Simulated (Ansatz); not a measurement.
`FC[C]1=[CH][AlH]1` and `Cl[C]1=[CH][AlH]1` differ in one atom or group.

Ansatz, PBE0-D4/def2-TZVP geometries, multiplicity 1. Each molecule was computed in one conformer, which needn't be the lowest.

```json
{"property": "HOMO–LUMO gap (PBE/def2-TZVPP) / eV", "`FC[C]1=[CH][AlH]1`": "3.94"}
{"property": "size of the dipole moment (ωB97M-V/def2-TZVPP) / D", "`FC[C]1=[CH][AlH]1`": "1.75"}
{"property": "ideal-gas entropy at 298 K and 1 bar (rigid rotor, harmonic PBE0-D4/def2-TZVP) / J/(mol·K)", "`FC[C]1=[CH][AlH]1`": "323"}
{"property": "LUMO energy (PBE0/def2-TZVPP) / eV", "`FC[C]1=[CH][AlH]1`": "-0.83"}
{"property": "size of the dipole moment (B3LYP/def2-TZVPP) / D", "`FC[C]1=[CH][AlH]1`": "1.73"}
{"property": "size of the dipole moment (PBE/def2-TZVPP) / D", "`FC[C]1=[CH][AlH]1`": "1.55"}
```

Give the same properties after the change, and the shifts. (Best estimate.)

Ansatz gave: 
```json
{"property": "HOMO–LUMO gap (PBE/def2-TZVPP) / eV", "`Cl[C]1=[CH][AlH]1`": "4.06", "shift": "0.12"}
{"property": "size of the dipole moment (ωB97M-V/def2-TZVPP) / D", "`Cl[C]1=[CH][AlH]1`": "2.54", "shift": "0.79"}
{"property": "ideal-gas entropy at 298 K and 1 bar (rigid rotor, harmonic PBE0-D4/def2-TZVP) / J/(mol·K)", "`Cl[C]1=[CH][AlH]1`": "296", "shift": "-27"}
{"property": "LUMO energy (PBE0/def2-TZVPP) / eV", "`Cl[C]1=[CH][AlH]1`": "-1.05", "shift": "-0.22"}
{"property": "size of the dipole moment (B3LYP/def2-TZVPP) / D", "`Cl[C]1=[CH][AlH]1`": "2.45", "shift": "0.72"}
{"property": "size of the dipole moment (PBE/def2-TZVPP) / D", "`Cl[C]1=[CH][AlH]1`": "2.20", "shift": "0.65"}
```

With PBE0 the HOMO falls by 0.35 eV and the LUMO falls by 0.22 eV, so the gap widens by about 0.13 eV. PBE moves the HOMO by -0.32 eV and ωB97M-V by -0.30 eV. The zero-point energy changes by -78.1 kJ/mol with -9 modes. Dipoles are sizes alone; their direction can turn.

B3LYP here is the variant with VWN-RPA as its local correlation; programs differ in this.
